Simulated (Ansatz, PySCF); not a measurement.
Gas-phase reaction in SMILES: c1cnccn1 + 9 [H][H] (H2) → 4 C (CH4) + 2 N (NH3)
Each molecule is optimised on its own at B3LYP-D3(BJ)/def2-TZVP (Ansatz, an electronic-structure program). Unstable Hartree-Fock reference: c1cnccn1.

Property: energy of full hydrogenation (enthalpy at 298 K, with B3LYP-D3(BJ) rigid-rotor harmonic-oscillator terms from PySCF), in eV. Cores are frozen in the correlated levels unless marked. Spin-orbit coupling is left out. No relativistic terms. CBS(X,Y): correlation extrapolated as X^-3; Hartree-Fock from the larger set.

```csv
level,program,energy of full hydrogenation (eV)
RI-HF/aug-cc-pVQZ,Ansatz,-6.99
```

Question: Estimate the value at CCSD(T)/CBS(cc-pVTZ,cc-pVQZ) as computed with Ansatz.

Answer: -6.22 eV, so RI-HF/aug-cc-pVQZ differs from it by -0.77 eV.
